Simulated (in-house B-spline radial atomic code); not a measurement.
Two electrons outside the bare core: the beryllium ion Be²⁺

Computed with a B-spline radial code for spherical atoms: configuration interaction (CI) of the two electrons, alone and with Breit and QED terms (there is no core, so MBPT adds nothing); no-pair Dirac Hamiltonian, finite nucleus. Labels give the configuration (outer n counted up each series) and the leading LS term, or the jj pair where no LS term holds 70 %.

Excitation energies (eV):

```csv
level,purity of the LS term,CI alone,CI + MBPT + Breit + QED,Landé g of the LS mixture
1s2 1S0,1.0,0,0,-
1s2s 3S1,1.0,118.6,118.58,2.00
1s2s 1S0,1.0,121.66,121.64,-
1s2p 3P°1,1.0,121.93,121.91,1.50
1s2p 3P°2,1.0,121.94,121.91,1.50
1s2p 3P°0,1.0,121.93,121.91,-
1s2p 1P°1,1.0,123.68,123.66,1.00
1s3s 3S1,1.0,139.02,139,2.00
1s3s 1S0,1.0,139.83,139.81,-
1s3p 3P°1,1.0,?,?,?
1s3p 3P°2,1.0,?,?,?
1s3p 3P°0,1.0,139.9,139.88,-
```

Where does 1s3p 3P°1 lie?

139.9 eV in CI alone and 139.88 eV with all corrections; g = 1.50.

Where does 1s3p 3P°2 lie?

139.91 eV in CI alone and 139.88 eV with all corrections; g = 1.50.

What is the first ionisation energy?

153.88 eV to the 1s1/2 state of the next ion (153.91 eV from CI alone). NIST lists 153.896205 ± 4e-06 eV (tabulated theory).

Some electric-dipole lines (reduced elements in atomic units, length form; vacuum wavelengths from the computed energies):

```csv
upper,lower,D bare (size),D with core polarisation (size),λ (nm),A (s⁻¹)
1s2p 3P°1,1s2 1S0,0.0008,0.0008,10.17,4.1e+05
1s2p 3P°1,1s2s 3S1,1.62,1.62,372.23,3.4e+07
1s2p 3P°1,1s2s 1S0,0.00301,0.00301,4642.1,0.061
1s2p 3P°2,1s2s 3S1,2.09,2.09,372.06,3.4e+07
1s2p 3P°0,1s2s 3S1,0.934,0.934,372,3.4e+07
1s2p 1P°1,1s2 1S0,0.427,0.427,10.026,1.2e+11
1s2p 1P°1,1s2s 3S1,0.00309,0.00309,244.1,4.4e+02
1s2p 1P°1,1s2s 1S0,1.73,1.73,615.14,8.7e+06
1s3p 3P°0,1s2s 3S1,0.401,0.401,58.203,1.7e+09
```

Weak lines are less accurate than strong ones.
